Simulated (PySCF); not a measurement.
# Dipole moment and polarisability of Si(tBu)Cl3

Compound: Si(tBu)Cl3, C4H9Cl3Si.
Structure used (PBE0-D3(BJ)/def2-SVP), in Å, numbered top down from 1:
```
atom  x, y, z in Å
Si1    0.0816    0.0731   -1.7155
C2    -0.0105   -0.0067    0.1621
C3    -1.4836    0.0373    0.5793
C4     0.7450    1.1969    0.7343
C5     0.6380   -1.3159    0.6236
H6    -1.5568   -0.0106    1.6790
H7    -1.9733    0.9669    0.2507
H8    -2.0504   -0.8121    0.1677
H9     0.3086    2.1498    0.3976
H10    1.8071    1.1861    0.4459
H11    0.6937    1.1751    1.8359
H12    1.6916   -1.3823    0.3117
H13    0.1083   -2.1955    0.2270
H14    0.6091   -1.3741    1.7248
Cl15   2.0365    0.0587   -2.3577
Cl16  -0.8025    1.7875   -2.4338
Cl17  -0.8711   -1.5348   -2.5723
```

Level: B3LYP/def2-SVPD (PySCF), static field, nuclei fixed, core orbitals frozen in the response. The polarisability tensor in these axes (au):

```
x   111.59  -0.01  -0.24
y    -0.01 111.65  -0.26
z    -0.24  -0.26 116.90
```

Q: Give the principal values, the mean and the anisotropy Δα = √{½[(α1 − α2)² + (α2 − α3)² + (α1 − α3)²]}.

A: Principal values 111.57, 111.64 and 116.92 au; mean 113.38 au = 16.80 Å³ = 18.69 × 10⁻⁴⁰ C²·m²/J; Δα = 5.32 au (5 % of the mean).

Q: What is the dipole moment, and where does it point?

A: (-0.13, -0.11, 2.45) D, 2.46 D in size, pointing from the negative to the positive side. Measured along this direction, the outermost atoms are Cl15, Cl16 and Cl17 at the negative end and H6, H14 and H11 at the positive end.

Q: What would n − 1 = 2πNα be for an ideal gas of these molecules at 273.15 K and 1 atm, electronic part alone?

A: N = p/kT = 2.6868 × 10¹⁹ cm⁻³, so n − 1 = 2π × N × 16.80 × 10⁻²⁴ cm³ = 2836 × 10⁻⁶ at long wavelengths.

Q: Traceless (Buckingham) quadrupole moment about the centre of nuclear charge: eigenvalues?

A: -1.05, -1.02, 2.06 D·Å. The values depend on the origin, since the dipole doesn't vanish. The electronic extent ⟨r²⟩ about the same centre is 1806 bohr², a root-mean-square distance of 2.27 Å for the 98 electrons.

Q: Form Σ f/ω² (atomic units) for the 10 lowest TDDFT singlets, given as eV and f, and set it beside the mean polarisability, which is this sum over all singlets: 7.03, 0.0952; 7.29, 0.0000; 7.59, 0.0072; 7.60, 0.0075; 7.81, 0.0408; 7.84, 0.0524; 7.85, 0.0517; 8.19, 0.0723; 8.20, 0.0744; 8.34, 0.0250.

A: They add up to 5.25 au, 4.6 % of the 113.38 au; the largest single term is 1.43 au, from the state at 7.03 eV. Terms in order: 1.43, 0.00, 0.09, 0.10, 0.50, 0.63, 0.62, 0.80, 0.82, 0.27 au. Higher excitations give the rest. The strengths listed sum to 0.427.

Q: Molar refractivity from α?

A: Lorentz–Lorenz: R = (4π/3)N_A α = 2.5225 cm³/(mol·Å³) × 16.80 Å³ = 42.4 cm³/mol, in the limit of long wavelengths.

Geometry: PBE0-D3(BJ)/def2-SVP; no solvent, vibrations or thermal averaging.
